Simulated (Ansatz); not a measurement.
**Worked example: the step energy**

An elementary step of SiNH$_{8}$OF, closed shell (SiNH₅ ([NH2][SiH3]) + H₂O + HF → SiH₃F ([F][SiH3]) + H₂O + NH₃ (still joined by a long Si–N bond); Si–N, H–F, H–O broken or loosened, Si–F, N–H, H–O formed or tightened). “Start” and “end” are the PBE0-D4/def2-TZVP structures reached by relaxing down either side of its saddle point, with the molecules still in contact.

Program: Ansatz 0.2.0. Basis: def2-TZVPP and def2-QZVPP. Cores are frozen in the correlated methods.

Energies in eV:

| quantity | end | start |
| --- | --- | --- |
| Hartree–Fock, triple zeta (X = 3) | -14217.79491 | -14217.79574 |
| Hartree–Fock, quadruple zeta (X = 4) | -14218.35433 | -14218.34943 |
| MP2 correlation, X = 3 | -24.50853 | -24.42069 |
| MP2 correlation, X = 4 | -26.50798 | -26.41112 |
| CCSD(T) correlation, X = 3 | -26.28187 | -26.18200 |

(1) Work out the step energy at the basis limit: extrapolate Hartree–Fock as E(X) = E∞ + A exp(−7.88 √X) and the MP2 correlation as E(X) = E∞ + B X^−2.97 (the exponents that Neese and Valeev fitted for def2-TZVPP and QZVPP), then add CCSD(T) − MP2 in triple zeta.

No T1 diagnostic of these runs exceeds 0.011.

## Answers

(1) Each step is linear, so take the differences first (end − start): Hartree–Fock 0.00083 (X = 3) and -0.00490 (X = 4); MP2 correlation -0.08784 and -0.09686; CCSD(T) correlation -0.09987.
Two points give E∞ = E(4) + w [E(4) − E(3)], with w = 1/(exp(7.88 (2 − √3)) − 1) = 0.1377 for Hartree–Fock and w = 1/((4/3)^2.97 − 1) = 0.7407 for the correlation.
Hartree–Fock: -0.00490 + 0.1377 × (-0.00573) = -0.0057 eV.
MP2 correlation: -0.09686 + 0.7407 × (-0.00902) = -0.1035 eV.
CCSD(T) − MP2: -0.09987 − (-0.08784) = -0.0120 eV.
Sum: -0.0057 + (-0.1035) + (-0.0120) = -0.1212 eV, or -2.79 kcal/mol. Plain CCSD(T) in triple zeta gives -0.0990 eV, so the larger basis shifts the result by -0.0222 eV.

Steps of this kind, hydrogen fluoride cutting a network bond, underlie vapour etching and the fluorination step of atomic layer etching.

Labels in which every atom is bracketed show which atoms are joined, not bond orders.

For scale, one of the runs: CCSD(T)/def2-TZVPP, 247 basis functions, launched by `ansatz run in.yaml --threads 4 --pin off --events-out ev --progress --plain --max-ram 9574MiB`. Hardware: 4 CPU threads of an Intel Xeon, shared host. Wall time 2.4 min; peak host memory 5.3 GiB.
